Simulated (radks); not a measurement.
Values are calculated unless marked as measured or tabulated.
Spherical quantum dot in the effective-mass picture: electrons in a well V = -V0 / (1 + exp((r - R)/a)) with V0 = 51, R = 1.5, a = 0.17, with a point charge +1 (a donor) at the centre, all in effective atomic units (hartree* = m*/eps^2 hartree, bohr* = eps/m* bohr), one dielectric constant everywhere. Level of theory: non-relativistic Kohn-Sham, LDA (Slater exchange, Perdew-Wang correlation), spin-polarised, spherical densities (a radial shooting solver with Libxc functionals). Levels are named by radial order and angular momentum (1s, 1p, 1d, 2s, ...), and open shells are averaged over m.

N = 5, configuration 1s2 1p(up 3, down 0). This is the lowest configuration that the search found. Occupied and some empty levels:

level    occupation  eigenvalue (hartree*)  <r> (bohr*)
1s up             1                -44.406       0.6398
1s down           1                -44.096       0.6363
1p up             3                -41.272       0.8070
1p down           0                -40.933       0.8082
1d up             0                -37.760       0.9072
1d down           0                -37.432       0.9098
2s up             0                -37.095       0.7442
2s down           0                -36.862       0.7471
1f up             0                -33.768       0.9833
1f down           0                -33.463       0.9862

Energy (hartree*): total -226.107, kinetic 18.599, external -255.66, Hartree 15.110, exchange-correlation -4.1577.
